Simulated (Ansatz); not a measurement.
A relaxation, step by step

GeH5S (SMILES [SH2+][GeH3]) (charge +1), closed shell, BHLYP-D4/def2-SVP (Ansatz 0.2.0). Settings:

```yaml
hamiltonian: {xc: {name: BHLYP}, dispersion: d4}
relax: {f_tol: 0.002, max_steps: 80, max_displacement: 0.5}
```

Start (the SMILES describes the start alone):

```json
{"atom": "S1", "x (Å)": "-0.2803", "y (Å)": "-1.2451", "z (Å)": "-0.2982"}
{"atom": "Ge2", "x (Å)": "0.4307", "y (Å)": "0.9760", "z (Å)": "-0.0196"}
{"atom": "H3", "x (Å)": "-0.0536", "y (Å)": "-1.8698", "z (Å)": "0.9057"}
{"atom": "H4", "x (Å)": "-1.6461", "y (Å)": "-1.2490", "z (Å)": "-0.1359"}
{"atom": "H5", "x (Å)": "-0.0615", "y (Å)": "1.4649", "z (Å)": "-1.3333"}
{"atom": "H6", "x (Å)": "-0.4013", "y (Å)": "1.2056", "z (Å)": "1.3237"}
{"atom": "H7", "x (Å)": "2.0580", "y (Å)": "0.6842", "z (Å)": "0.0433"}
```

| step | energy less the last (meV) | largest force component (eV/Å) |
| --- | --- | --- |
| 1 | 381.2 | 1.967 |
| 2 | 317.7 | 1.776 |
| 3 | 39.8 | 0.854 |
| 4 | 1.2 | 0.061 |
| 5 | 0.3 | 0.046 |
| 6 | 0.0 | 0.006 |
| 7 | 0.0 | 0.001 |
| 8 | 0.0 | 0.001 |

Step 2, positions (Å) and forces (eV/Å):

| atom | x | y | z | Fx | Fy | Fz |
| --- | --- | --- | --- | --- | --- | --- |
| S1 | -0.238 | -1.482 | -0.436 | -1.291 | 0.796 | 1.776 |
| Ge2 | 0.367 | 0.825 | 0.009 | -0.186 | 1.228 | 0.373 |
| H3 | 0.009 | -1.837 | 0.883 | -0.165 | -0.046 | -0.956 |
| H4 | -1.573 | -1.150 | -0.163 | 1.058 | -0.667 | -0.390 |
| H5 | -0.119 | 1.486 | -1.272 | -0.025 | -0.200 | 0.009 |
| H6 | -0.237 | 1.480 | 1.313 | 0.007 | -0.924 | -0.746 |
| H7 | 1.837 | 0.645 | 0.152 | 0.601 | -0.187 | -0.065 |

Step 5, positions (Å) and forces (eV/Å):

| atom | x | y | z | Fx | Fy | Fz |
| --- | --- | --- | --- | --- | --- | --- |
| S1 | -0.280 | -1.367 | -0.335 | -0.007 | -0.046 | -0.020 |
| Ge2 | 0.431 | 0.924 | -0.001 | -0.011 | 0.027 | 0.022 |
| H3 | -0.039 | -1.872 | 0.892 | 0.008 | 0.020 | 0.004 |
| H4 | -1.608 | -1.232 | -0.147 | 0.004 | 0.017 | -0.001 |
| H5 | -0.085 | 1.513 | -1.298 | -0.003 | -0.007 | -0.003 |
| H6 | -0.296 | 1.313 | 1.270 | -0.001 | -0.003 | 0.000 |
| H7 | 1.923 | 0.688 | 0.104 | 0.009 | -0.009 | -0.003 |

Step 7, positions (Å) and forces (eV/Å):

```json
{"atom": "S1", "x": "-0.276", "y": "-1.373", "z": "-0.335", "Fx": "0.000", "Fy": "-0.001", "Fz": "0.000"}
{"atom": "Ge2", "x": "0.431", "y": "0.922", "z": "-0.001", "Fx": "0.000", "Fy": "0.001", "Fz": "0.001"}
{"atom": "H3", "x": "-0.044", "y": "-1.859", "z": "0.900", "Fx": "0.000", "Fy": "0.001", "Fz": "0.000"}
{"atom": "H4", "x": "-1.603", "y": "-1.226", "z": "-0.157", "Fx": "0.000", "Fy": "0.000", "Fz": "0.000"}
{"atom": "H5", "x": "-0.091", "y": "1.511", "z": "-1.295", "Fx": "-0.001", "Fy": "0.000", "Fz": "0.000"}
{"atom": "H6", "x": "-0.295", "y": "1.304", "z": "1.274", "Fx": "0.001", "Fy": "0.000", "Fz": "-0.001"}
{"atom": "H7", "x": "1.924", "y": "0.687", "z": "0.099", "Fx": "0.001", "Fy": "0.000", "Fz": "0.000"}
```

Last step (8):

```xyz
7
angstrom
S -0.2750 -1.3735 -0.3348
Ge 0.4312 0.9223 -0.0006
H -0.0459 -1.8582 0.9017
H -1.6029 -1.2256 -0.1585
H -0.0923 1.5110 -1.2944
H -0.2938 1.3027 1.2746
H 1.9245 0.6881 0.0976
```

The run took about 9.5 s on 2 CPU threads of an Arm Neoverse V2 (shared host).
